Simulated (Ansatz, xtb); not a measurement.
**Isomers of C5H13BO in order of energy**

7 gas-phase structures of C5H13BO, from a drawn sample of its isomers (lower ones may exist). Each was relaxed with GFN2-xTB; where two conformers were screened, the lower at r2SCAN-D4/def2-SVP is listed:

A. `CCOBC(C)C`, a singlet
B. `BO[C@H](C)C(C)C`, a singlet
C. `COB(C)C(C)C`, a singlet
D. `[BH3-][O+]1CCC[C@@H]1C`, a singlet
E. `BOCCCCC`, a singlet
F. `COBCC(C)C`, a singlet
G. `[BH3-][O+]1CC[C@H](C)C1`, a singlet

Task: Estimate their order in r2SCAN-D4/def2-SVP energy at these geometries, lowest first.

Result: Calculated order at r2SCAN-D4/def2-SVP: C (0.000), A (0.354), F (0.362), B (0.560), E (0.751), D (2.179), G (2.341) eV. Less than 1 kcal/mol parts A and F, so the order within that pair means little.

Energies above the lowest of each column, in eV; the last columns are at PBE-D3(BJ)/def2-SVP geometries and were run for some of them only (a dash: not run or not comparable):

```csv
structure,GFN2-xTB,HF/STO-3G,r2SCAN-D4/def2-SVP,PBE-D3(BJ)/def2-SVP,CCSD(T)/def2-SVP + ΔMP2/def2-TZVPP
C,0.656,0.000,0.000,0.000,0.000
A,0.428,0.248,0.354,0.308,0.314
F,0.396,0.305,0.362,0.337,0.334
B,0.000,0.473,0.560,0.524,–
E,0.131,0.533,0.751,0.687,–
D,1.123,1.151,2.179,–,–
G,1.182,1.254,2.341,–,–
```

CCSD(T)/def2-SVP + ΔMP2/def2-TZVPP puts C lowest of those it was run on; GFN2-xTB picks B. Flexible structures stand in one conformer each, not always the lowest. Frequencies (GFN2-xTB) were run for A, C, F alone. ΔMP2 is the change of the MP2 energy from the smaller to the larger basis.

Over these structures GFN2-xTB departs from r2SCAN-D4/def2-SVP by 0.540 eV on average once a common shift is removed. A GFN2-xTB relaxation took about 0.2 s and the r2SCAN-D4/def2-SVP energy about 2.3 s on a shared host (Ansatz 0.2.0, xtb 6.7.1).
